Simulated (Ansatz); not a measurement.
Wavefunction ladder for B5 (`[B][B][B][B][B]`) radical

```xyz
5

B     0.882    1.231   -2.692
B     0.443    0.618   -1.352
B    -0.004   -0.006    0.014
B    -0.441   -0.615    1.345
B    -0.880   -1.228    2.684
```

The species carries charge 0 and has multiplicity 2. Geometry: relaxed with PBE0-D4/def2-TZVP. It is one conformer, not always the lowest. Frozen core, unrestricted reference, Ansatz 0.2.0. CBS rows extrapolate triple and quadruple zeta; past MP2 they add the triple-zeta difference.

```
     basis     HF (Eh)  MP2 corr.  CCSD corr.       (T)  CCSD(T) total
  def2-SVP           ?   -0.24592    -0.30797  -0.01988              ?
def2-TZVPP           ?   -0.29947    -0.35997         ?              ?
def2-QZVPP  -123.11629   -0.32147           –         –              –
 CBS(def2)  -123.11686   -0.33778           ?     as TZ              ?
```

(1) Fill in the withheld values. (An estimate is asked.)

Answers

(1) Ansatz gave: def2-SVP HF (Eh): -122.97442; def2-SVP CCSD(T) total: -123.30227; def2-TZVPP HF (Eh): -123.11217; def2-TZVPP (T): -0.02618; def2-TZVPP CCSD(T) total: -123.49832; CBS(def2) CCSD corr.: -0.39827; CBS(def2) CCSD(T) total: -123.54131.

The UHF reference is spin-contaminated (⟨S²⟩ = 3.45, T1 = 0.079).
